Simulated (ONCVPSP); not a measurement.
nickel (Ni): variants of one ONCV potential

Base potential:

ONCVPSP 4.0.1 input, shortened (lines: element, Z, core and valence counts, functional; n l f; lmax; l rc ep ncon nbas qcut; lloc lpopt rc5 dvloc0; l nproj debl; icmod fcfact rcfact), PBEsol, scalar-relativistic:

```
  Ni 28.00    3    4  -116133      upf
    1    0    2.00
    2    0    2.00
    2    1    6.00
    3    0    2.00
    3    1    6.00
    3    2    8.00
    4    0    1.00
    2
    0    1.40    0.00    4    7    9.50
    1    0.75    0.00    4    7    8.90
    2    0.75    0.00    4    9   17.60
    2    5    0.75    0.00
    0    2    1.20
    1    3    0.50
    2    0    0.60
    1    0.20    0.00
```

In the p channel the program set the typed energies aside and used -2.954, 0.250, 0.750 Ha.

Cutoffs, loose and tight: the cutoffs (Ha) at which the residual kinetic energy of the hardest occupied pseudo-wave falls to 1 and 0.1 mHa per electron. They do not see the model core or the augmentation charge, which bear on the density cutoff. Test errors are all-electron minus pseudo excitation energies from the reference, over the configurations 3s2 3p6 3d8 4s2; 3s2 3p6 3d8 4s0; 3s2 3p6 3d7 4s0; 3s2 3p6 3d8 4s1 4p1. A dash means not determined; rows that change the core or the reference have their own tests.

A true bound ghost makes a file unfit for plane-wave use even where its test errors are small: the radial tests pick states by their node count and pass the ghost by.

| change | outcome | cutoff, loose | cutoff, tight | bound ghosts | GHOST(+) flags above zero | largest test error (meV) |
| --- | --- | --- | --- | --- | --- | --- |
| base | generated, projector energies reset by the program | 133 Ha | 247 Ha | p | s | -6.5 |
| core correction none | generated, projector energies reset by the program | 133 Ha | 247 Ha | p | s | -6.3 |
| p: qcut 12.4 | generated, projector energies reset by the program | 133 Ha | 214 Ha | p | s, p | -6.6 |
| d: nproj 1; local potential polynomial inside 0.70 bohr (lpopt 5, dvloc0 2 Ha) | generated, projector energies reset by the program | 133 Ha | 247 Ha | p | none | -4.4 |

Task: What comes out with this change to the base: p: rc 0.64?

Result: outcome: failed: test_data: rc < rc(lloc) for l = 1. Not allowed.. Cause: the input breaks a rule of the program: no channel may have a smaller radius than the local channel.

Task: What comes out with this change to the base: all radii but the core radius scaled by about 1.14 (s 1.60, p 0.86, d 0.86 bohr)?

Result: outcome: generated, projector energies reset by the program; cutoff, loose: 120 Ha; cutoff, tight: 136 Ha; bound ghosts: none; GHOST(+) flags above zero: s; largest test error (meV): -10.

Task: What comes out with this change to the base: reference 3s2 3p6 3d7; wave 3s+4s: rc 1.40 bohr, ncon 4, nbas 7, qcut 9.5 1/bohr, 2 projectors becomes 3s: rc 1.40 bohr, ncon 4, nbas 7, qcut 9.5 1/bohr, 2 projectors, debl 1.2 Ha?

Result: outcome: generated, projector energies reset by the program; cutoff, loose: 134 Ha; cutoff, tight: 248 Ha; bound ghosts: p; GHOST(+) flags above zero: s, p; largest test error (meV): -98.
